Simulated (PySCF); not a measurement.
## Exercise with solution: chemical shift, span and skew from a shielding tensor

Si(F)(OH)3 (FH3O3Si), SMILES O[Si](O)(O)F. Atoms are numbered in the order given.

```xyz
8

O     -1.1614    -1.0310    -0.5537
Si     0.0000     0.0000    -0.0207
O      1.4735    -0.4903    -0.5537
O     -0.3121     1.5213    -0.5537
F      0.0000     0.0000     1.6052
H     -1.0820    -1.9575    -0.2888
H      2.2362     0.0417    -0.2888
H     -1.1542     1.9158    -0.2888
```

Geometry optimised at TPSSh-D3(BJ)/def2-SVP. Other conformers were not sampled.

GIAO shieldings from KT2/pcSseg-1 (PySCF), non-relativistic, no solvent. The symmetric part of the tensor of Si2 has the principal values 404.3, 437.9, 437.9 ppm. The same nucleus in TMS has σ = 361.9 ppm at this level (PySCF, at its B3LYP-D3(BJ)/def2-TZVP geometry).

Problem. Work out the isotropic shielding, the ²⁹Si shift against TMS, the span and the skew.

Solution. 
σ(iso) = (σ11 + σ22 + σ33)/3 = 426.7 ppm. δ = σ(ref) − σ(iso) = 361.9 − (426.7) = -64.8 ppm.
Span Ω = σ33 − σ11 = 33.6 ppm. Skew κ = 3(σ(iso) − σ22)/Ω = -1.00, an axial tensor. Tumbling in solution averages the tensor to δ; in a static solid the shielding alone would spread this spin-1/2 line over Ω.
